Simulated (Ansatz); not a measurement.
Nb₃O₁₄H₁₃⁻, a hydroxylated oxide cluster. The state is a doublet with charge -1. Geometry r2SCAN-D4/def2-SVP, that of the neutral singlet; atoms count from 1.

```xyz
30

Nb    1.806    1.572   -0.385
Nb   -1.390   -0.694   -1.277
Nb   -0.128   -1.390    1.650
O    -0.198    1.048   -1.218
O    -2.906    0.480   -1.514
O    -1.666   -0.085    0.815
O    -0.982   -1.020   -3.074
O     2.228   -0.159   -1.019
O     1.002    0.408    1.283
O     2.144    2.467   -2.038
O    -2.532   -2.219   -0.822
O     1.431   -2.268    2.231
O    -1.420   -2.739    1.569
O     0.056   -1.514   -0.338
O    -0.624   -0.537    3.301
O     3.451    1.859    0.525
O     0.841    2.995    0.446
H    -0.583    1.801   -1.689
H    -3.390    0.869   -0.773
H    -1.308    0.814    0.862
H    -0.538   -0.935   -3.922
H     1.618   -0.924   -0.901
H     1.031    0.928    2.101
H     2.470    2.035   -2.837
H    -3.489   -2.179   -0.953
H     2.361   -2.102    2.419
H    -1.992   -2.826    0.763
H    -1.504   -0.160    3.430
H     4.214    1.268    0.512
H    -0.004    3.207    0.853
```

In the def2 sets Nb takes a core potential; there is no spin–orbit coupling. Single mean-field runs in def2-TZVP are fitted with def2-universal-jkfit. The highest occupied level of the charge -1 doublet lies above zero (up to 0.75 eV). By energy differences its removal costs 0.67 eV (vertical, to the charge 0 singlet, at PBE0-D4/def2-TZVP); self-interaction error and the lack of diffuse functions both raise the level.

(1) Estimate the Mulliken populations of the heavy atoms from the PBE0/def2-TZVP orbitals of Ansatz.

(2) Where does the spin sit?

(3) And the Mayer bond orders between bonded heavy atoms (over 0.3)?

Results:

(1) 
```tsv
atom	charge (e)	spin (α − β)	d electrons
Nb1	1.81	0.09	2.41
Nb2	1.72	0.56	2.56
Nb3	1.66	0.41	2.54
O4	-0.82	-0.01	–
O5	-0.74	0.01	–
O6	-0.74	-0.01	–
O7	-0.77	-0.01	–
O8	-0.67	0.00	–
O9	-0.81	-0.01	–
O10	-0.71	0.00	–
O11	-0.77	-0.01	–
O12	-0.74	-0.01	–
O13	-0.68	0.01	–
O14	-0.84	-0.07	–
O15	-0.74	0.00	–
O16	-0.71	0.00	–
O17	-0.72	0.00	–
```
Mulliken values and Mayer orders depend strongly on the basis.

(2) Summed by element: Nb 1.06, O -0.11, H 0.06, of 1 unpaired in all. Largest on single atoms: Nb2 0.56, Nb3 0.41, Nb1 0.09.

(3) Nb1–O4 0.38 (2.23 Å); Nb1–O8 1.12 (1.89 Å); Nb1–O9 0.42 (2.19 Å); Nb1–O10 0.96 (1.91 Å); Nb1–O16 0.96 (1.90 Å); Nb1–O17 0.91 (1.91 Å); Nb2–O4 0.42 (2.11 Å); Nb2–O5 0.89 (1.93 Å); Nb2–O6 0.44 (2.20 Å); Nb2–O7 0.86 (1.87 Å); Nb2–O11 0.79 (1.96 Å); Nb2–O14 0.88 (1.91 Å); Nb3–O6 0.47 (2.18 Å); Nb3–O9 0.40 (2.16 Å); Nb3–O12 0.92 (1.88 Å); Nb3–O13 1.09 (1.87 Å); Nb3–O14 0.81 (2.00 Å); Nb3–O15 0.91 (1.92 Å).
